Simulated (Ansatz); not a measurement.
`CC(C)(C)[CH2][Ge]([F])([F])[F]`, relaxed with RKS PBE0-D4/def2-TZVP in the Gaussian-basis code of Ansatz from a PBE-D4/def2-SVP geometry. The force threshold is 0.005 eV/Å; the program also tests the step.

Total charge 0; spin multiplicity 1.

Start:

```xyz
20

C     1.215   -0.964    0.491
C     0.040    0.028    0.573
C     0.199    0.907    1.830
C    -1.294   -0.740    0.651
C     0.046    0.971   -0.656
Ge   -0.144    0.122   -2.396
F    -1.628   -0.769   -2.620
F     1.115   -1.019   -2.797
F    -0.121    1.295   -3.683
H     2.187   -0.432    0.430
H     1.141   -1.623   -0.397
H     1.240   -1.610    1.392
H    -0.633    1.636    1.922
H     0.201    0.279    2.744
H     1.151    1.476    1.808
H    -1.320   -1.381    1.555
H    -2.156   -0.043    0.706
H    -1.449   -1.391   -0.232
H    -0.782    1.710   -0.604
H     0.993    1.548   -0.719
```

(1) By how much does the energy fall, and how many steps does the optimiser take? (An estimate is asked.)

(2) Which bonds change most? (Best estimate.)

(3) Give the relaxed structure. (Estimate.)

Answers

(1) The calculation gave: 2.33 kcal/mol, in 6 steps, 1 of them rejected.

(2) Computed: Ge6–F7 from 1.746 to 1.718 Å; Ge6–F8 from 1.746 to 1.718 Å; Ge6–F9 from 1.742 to 1.717 Å; C5–Ge6 from 1.945 to 1.926 Å.

(3) Computed: 
```xyz
20

C     1.203   -0.965    0.504
C     0.038    0.019    0.569
C     0.197    0.905    1.805
C    -1.281   -0.742    0.663
C     0.043    0.943   -0.657
Ge   -0.143    0.132   -2.395
F    -1.604   -0.731   -2.657
F     1.093   -0.979   -2.830
F    -0.113    1.324   -3.630
H     2.160   -0.441    0.425
H     1.123   -1.640   -0.351
H     1.231   -1.577    1.409
H    -0.624    1.622    1.885
H     0.201    0.296    2.712
H     1.135    1.465    1.772
H    -1.302   -1.349    1.571
H    -2.132   -0.057    0.699
H    -1.429   -1.412   -0.187
H    -0.772    1.672   -0.598
H     0.975    1.514   -0.710
```
